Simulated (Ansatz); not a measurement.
This triplet is an excited state, 2.52 eV above the relaxed singlet at the level composite: frozen-core CCSD(T) with HF/cc-pV5Z and the correlation energy extrapolated as X^-3 from cc-pVQZ and cc-pV5Z, plus CCSDT(Q) minus CCSD(T) in cc-pVTZ // B3LYP-D3(BJ)/def2-TZVP (Ansatz, a program for electronic structure).

A geometry relaxed with Ansatz with B3LYP-D3(BJ)/def2-TZVP, charge 0, multiplicity 3:

```xyz
2

Cl    -0.8526     0.0000     0.0000
B      0.8526     0.0000     0.0000
```

Problem. Write the SMILES of this molecule.

Solution. `[B]Cl`
